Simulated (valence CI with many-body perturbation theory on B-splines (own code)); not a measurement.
Energy levels of La VIII

Calculated by relativistic CI+MBPT: four valence electrons over a frozen Dirac-Fock core [Kr] 4d10, a basis of 7 s, 7 p, 7 d, 7 f, 4 g, 2 h functions for each j, with the one-electron correlation potential Σ1 (screened to all orders), the two-electron term Σ2, the three-electron term Σ3, Breit, model QED; selected single and double excitations, second order for the rest, scaled by the run's own slope (own B-spline code, finite nucleus).

No measured spectrum was set against this ion. As an estimate, levels hold to about 250 cm⁻¹ or 0.2 % of their energy and the worst to 1 %, as in measured heavy ions of charge 2 to 7; those with d or f electrons hold less well. Among the levels kept, up to 410 cm⁻¹ of a level comes from second order outside the variational space, and about a tenth of that is noise between levels of different J, which matters for small intervals.

Levels 46 to 90 of 228, with energies above the lowest level, 5s²5p² ³P_0. "Leading %" is the weight of the configuration and term that name the level; weights of strongly mixed levels are sums over their largest components and can fall short. Lifetimes count E1, E2, E3, M1 and M2 decay at the calculated energies, and are blank where another channel may lead or the interval is too uncertain; long ones can be off by a factor of two.

| No. | Configuration | Term | J | E (cm⁻¹) | Leading % | g | Lifetime | Second component |
| --- | --- | --- | --- | --- | --- | --- | --- | --- |
| 46 | 4f²5s² | ³F | 2 | 256320 | 97 | 0.668 | 1.30 μs |  |
| 47 | 4f²5s² | ³F | 3 | 257100 | 97 | 1.083 | 1.43 μs |  |
| 48 | 4f5s5p² | ⁵G° | 6 | 257120 | 88 | 1.314 | 14.2 ns | 11 % 4f5s5p² ³H° |
| 49 | 4f5s5p² | ⁵D° | 0 | 257390 | 86 |  | 1.24 ns | 9 % 4f5s5p² ³P° |
| 50 | 4f²5s² | ³F | 4 | 257460 | 71 | 1.182 | 1.97 μs | 25 % 4f²5s² ¹G |
| 51 | 5s²5p5d | ³F° | 4 | 257560 | 46 | 1.179 | 2.73 ns | 35 % 4f5s5p² ³G° |
| 52 | 4f5s5p² | ³D° | 2 | 258520 | 42 | 1.200 | 262 ps | 27 % 4f5s5p² ⁵D° |
| 53 | 4f5s5p² | ⁵D° | 1 | 258710 | 51 | 0.910 | 1.19 ns | 32 % 4f5s5p² ⁵F° |
| 54 | 4f5s5p² | ⁵F° | 5 | 259150 | 48 | 1.296 | 3.94 ns | 31 % 4f5s5p² ³G° |
| 55 | 4f²5s² | ¹G | 4 | 259460 | 70 | 1.064 | 7.25 μs | 26 % 4f²5s² ³F |
| 56 | 4f5s5p² | ⁵F° | 2 | 260040 | 50 | 1.060 | 218 ps | 12 % 4f5s5p² ⁵D° |
| 57 | 4f5s5p² | ⁵F° | 3 | 260800 | 57 | 1.236 | 461 ps | 14 % 4f5s5p² ³F° |
| 58 | 4f5s5p² | ⁵F° | 4 | 263980 | 48 | 1.259 | 3.30 ns | 13 % 4f5s5p² ³G° |
| 59 | 4f²5s² | ¹D | 2 | 268640 | 93 | 1.013 | 6.26 μs |  |
| 60 | 4f5s5p² | ³D° | 1 | 269200 | 54 | 0.828 | 96.7 ps | 28 % 5s²5p5d ³P° |
| 61 | 5s²5p5d | ¹D° | 2 | 269500 | 30 | 1.082 | 43.2 ps | 15 % 5s²5p5d ³D° |
| 62 | 4f5s5p² | ³G° | 5 | 270470 | 67 | 1.208 | 8.18 ns | 16 % 4f5s5p² ⁵F° |
| 63 | 5s²5p5d | ³D° | 3 | 271470 | 28 | 1.087 | 59.4 ps | 22 % 4f5s5p² ³G° |
| 64 | 4f²5s² | ¹I | 6 | 272560 | 97 | 0.999 | 151 μs |  |
| 65 | 4f5s5p² | ³F° | 4 | 272700 | 56 | 1.162 | 1.39 ns | 18 % 4f5s5p² ³G° |
| 66 | 5s²5p5d | ³P° | 0 | 272790 | 80 |  | 40.8 ps | 7 % 4f5s5p² ⁵D° |
| 67 | 4f²5s² | ³P | 0 | 273270 | 96 |  | 550 ns |  |
| 68 | 4f²5s² | ³P | 1 | 273600 | 97 | 1.500 | 588 ns |  |
| 69 | 4f²5s² | ³P | 2 | 274180 | 94 | 1.484 | 757 ns |  |
| 70 | 5s²5p5d | ³D° | 3 | 274440 | 27 | 1.126 | 66.9 ps | 19 % 4f5s5p² ³G° |
| 71 | 5s²5p5d | ³P° | 1 | 275700 | 36 | 0.984 | 43.8 ps | 20 % 5s²5p5d ³D° |
| 72 | 5s²5p5d | ³P° | 2 | 276020 | 30 | 1.204 | 43.5 ps | 28 % 5s²5p5d ³D° |
| 73 | 4f5s5p² | ³F° | 2 | 277510 | 78 | 0.729 | 784 ps | 6 % 4f5s5p² ¹D° |
| 74 | 4f5s5p² | ¹G° | 4 | 279420 | 49 | 1.054 | 416 ps | 17 % 4f5s5p² ³G° |
| 75 | 4f5s5p² | ¹F° | 3 | 279530 | 44 | 0.961 | 325 ps | 24 % 4f5s5p² ³G° |
| 76 | 4f5s5p² | ³F° | 3 | 281280 | 65 | 1.120 | 361 ps | 11 % 4f5s5p² ³D° |
| 77 | 4f5s5p² | ³F° | 2 | 281300 | 54 | 0.827 | 185 ps | 8 % 4f5s5p² ³D° |
| 78 | 4f5s5p² | ³H° | 4 | 283110 | 52 | 0.941 | 495 ps | 19 % 4f5s5p² ³G° |
| 79 | 4f5s5p² | ³G° | 5 | 283970 | 53 | 1.186 | 579 ps | 22 % 4f5s5p² ³H° |
| 80 | 4f5s5p² | ³F° | 4 | 286340 | 38 | 1.140 | 670 ps | 19 % 4f5s5p² ³H° |
| 81 | 5s²5p5d | ¹F° | 3 | 289040 | 24 | 1.054 | 76.9 ps | 19 % 4f5s5p² ³D° |
| 82 | 4f5s5p² | ³H° | 5 | 289900 | 50 | 1.107 | 624 ps | 17 % 4f5s5p² ³G° |
| 83 | 4f5s5p² | ³D° | 1 | 289950 | 37 | 0.803 | 80.1 ps | 29 % 5s²5p5d ¹P° |
| 84 | 5s²5p5d | ¹F° | 3 | 290660 | 44 | 1.021 | 38.2 ps | 19 % 4f5s5p² ¹F° |
| 85 | 4f5s5p² | ³H° | 6 | 293660 | 79 | 1.186 | 1.13 ns | 12 % 4f5s5p² ⁵G° |
| 86 | 4f5s5p² | ¹D° | 2 | 294640 | 35 | 1.168 | 120 ps | 26 % 4f5s5p² ³P° |
| 87 | 4f5s5p² | ³D° | 2 | 295250 | 44 | 1.079 | 155 ps | 25 % 4f5s5p² ¹D° |
| 88 | 4f5s5p² | ³F° | 4 | 296340 | 39 | 1.109 | 531 ps | 18 % 4f5s5p² ¹G° |
| 89 | 4f5s5p² | ³D° | 1 | 298070 | 35 | 0.721 | 61.5 ps | 26 % 5s²5p5d ¹P° |
| 90 | 4f5s5p² | ¹H° | 5 | 299980 | 68 | 1.039 | 593 ps | 13 % 4f5s5p² ³G° |

Names give the largest LS component (configuration and term), which can be under half, so a name can repeat, a term be missing and a line seem to break the LS rules; names also repeat where a configuration has a term twice.

Where two levels of one J and parity lie close, their mixing, g and order are uncertain.
